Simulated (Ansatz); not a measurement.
C4H7FSi, SMILES C=C=C(F)[SiH2]C.

Coordinates come from a r2SCAN-D4/def2-SVP optimisation. The structure was generated by enumeration, and PubChem lists no compound with its InChIKey, so it may never have been made. The values are those of a single conformer.

Two levels are set side by side: PBE/def2-SVPD (Ansatz, a quantum-chemistry and plane-wave program) and CAM-B3LYP/def2-SVPD (Ansatz). Energy differences of separate SCF runs at the same geometry; the states with an electron removed or added have multiplicity 2 and 2. Differences are taken from unrounded values.

```
quantity                           CAM-B3LYP
---------------------------------  ---------
vertical ionisation energy (eV)         9.56
vertical singlet–triplet gap (eV)       4.31
```

What does PBE give, and how far is it from CAM-B3LYP? (Estimate from the structure and the level; the computed values follow.)


```tsv
quantity	PBE	PBE minus CAM-B3LYP
vertical ionisation energy (eV)	9.18	-0.38
vertical singlet–triplet gap (eV)	4.23	-0.08
```
